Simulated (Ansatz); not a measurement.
CoSi₃. The state is a doublet with charge 0. Geometry PBE-D4/def2-SVP.

```
atom    x (Å)    y (Å)    z (Å)
 Co1  -0.5170   1.7896   0.2304
 Si2  -1.1163  -0.2613  -0.3933
 Si3   1.0911   0.3257   0.4000
 Si4   0.5422  -1.8539  -0.2370
```

At PBE-D4/def2-TZVP, r2SCAN-D4/def2-TZVP, PBE0-D4/def2-TZVP, BHLYP-D4/def2-TZVP and others the charge 0 doublet is spin-contaminated (final ⟨S²⟩ up to 1.80, 0.75 for a pure state). No other spin state of charge 0 was run. The geometry of the doublet was relaxed on an unsound state (⟨S²⟩ 1.76, where a pure state has 0.75). Another isomer (doublet) lies 0.02 eV lower at PBE0-D4/def2-TZVP; other spin states weren't run for this one.

Q: Estimate the α-spin orbital energies around the gap (eV) in Ansatz with PBE-D4/def2-TZVP, r2SCAN-D4/def2-TZVP, PBE0-D4/def2-TZVP, BHLYP-D4/def2-TZVP, CAM-B3LYP-D4/def2-TZVP.

A: 
| orbital | PBE-D4/def2-TZVP | r2SCAN-D4/def2-TZVP | PBE0-D4/def2-TZVP | BHLYP-D4/def2-TZVP | CAM-B3LYP-D4/def2-TZVP |
| --- | --- | --- | --- | --- | --- |
| HOMO−9 | -9.88 | -10.15 | -11.18 | -12.52 | -12.62 |
| HOMO−8 | -9.69 | -9.98 | -11.07 | -12.47 | -12.40 |
| HOMO−7 | -7.04 | -7.88 | -9.80 | -11.93 | -11.09 |
| HOMO−6 | -6.83 | -7.60 | -9.38 | -11.07 | -10.64 |
| HOMO−5 | -6.72 | -7.22 | -8.94 | -10.98 | -10.32 |
| HOMO−4 | -6.47 | -6.91 | -8.59 | -10.71 | -10.00 |
| HOMO−3 | -6.04 | -6.64 | -8.27 | -9.77 | -9.56 |
| HOMO−2 | -5.70 | -5.86 | -6.50 | -7.12 | -7.51 |
| HOMO−1 | -5.25 | -5.57 | -6.29 | -6.82 | -7.19 |
| HOMO | -4.99 | -5.20 | -5.79 | -6.39 | -6.81 |
| LUMO | -4.36 | -4.31 | -3.75 | -2.93 | -2.73 |
| LUMO+1 | -2.81 | -2.70 | -2.21 | -1.53 | -1.38 |
| LUMO+2 | -2.68 | -2.61 | -1.95 | -1.08 | -0.93 |
| LUMO+3 | -2.48 | -2.40 | -1.74 | -0.82 | -0.67 |
| LUMO+4 | -1.05 | -0.84 | -0.19 | 0.75 | 0.86 |
| LUMO+5 | 0.03 | 0.52 | 0.86 | 1.58 | 1.71 |
| β HOMO | -4.74 | -5.08 | -5.86 | -6.61 | -6.88 |
| β LUMO | -4.24 | -3.55 | -2.40 | -1.59 | -1.51 |
